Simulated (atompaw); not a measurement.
**Ranking PAW (atompaw) potentials for Ba (Z = 56)**

All share these settings but for the change named:

atompaw 4.2.0.5 input, output lines left out:

```
Ba 56
GGA-PBESOL loggrid 2001 logderivrange -4 5 226
6 6 5 0 0 0
6 1 0
5 2 0
0 0 0
c
c
c
c
v
v
c
c
c
v
v
c
c
v
2
3.00 2.80 2.45 1.75
n
n
y
2.15
n
modrrkj vanderbiltortho sinc
bessel
3.00
2.80
2.50
3.00
2.95
2.95
```

Cutoff: the first of the cutoffs (Ry, on a coarse ladder) from which the occupation-weighted sum of valence levels, in a spherical-Bessel basis at the reference potential, stays within 10 and 1 mRy of its value at 400 Ry; the density cutoff is not measured.

The base gives 10 Ry.

Of 10 variants that were run, those that failed, showed a ghost or another fault, or gave nearly equal values are left out.

A variant can come out equal or close to the base.

Problem. Rank these variants from softest to hardest (loose cutoff).
A. wave 5s (bound): rc 3.00 bohr becomes 5s (bound): rc 1.72 bohr
B. local potential bessel scheme, radius 2.78 bohr
C. augmentation sinc compensation charge, radius 2.80 bohr; PAW radius 3.00 bohr; waves and projectors: custom polynom2 7 10 vanderbiltortho
D. wave 5s (bound): rc 3.00 bohr becomes 5s (bound): rc 1.88 bohr

Solution. B (10 Ry), D (12 Ry), A (15 Ry), C (25 Ry).
